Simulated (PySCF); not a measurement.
How methods differ on the excitation energy of Ar⁺

Ar⁺ [Ne] 3s2 3p5 (2P) → Ar⁺ [Ne] 3s2 3p4 3d1 (high-spin determinant), as a difference of total energies. Calculation: PySCF 2.14, in aug-cc-pCVTZ-DK; the spin-free X2C one-electron Hamiltonian (Gaussian nucleus). Correlated levels: valence: [Ne] frozen. The calculations carry no spin-orbit coupling.

| method | excitation energy (eV) |
| --- | --- |
| UHF | 16.217 |
| MP2 (valence) | 17.050 |
| SCS-MP2 (valence) | 17.150 |
| CCSD (valence) | 16.899 |
| CCSD(T) (valence) | 16.859 |

Task: How much does correlation contribute at CCSD(T) (valence)?

Result: 16.859 − (16.217) = 0.642 eV, measured against UHF.

The promoted electron is Rydberg-like, and one or two diffuse shells describe it only roughly, which tends to raise the upper state.

The determinant of the upper state mixes LS terms, which raises its energy above the lowest term, most at the Hartree-Fock and MP2 levels.
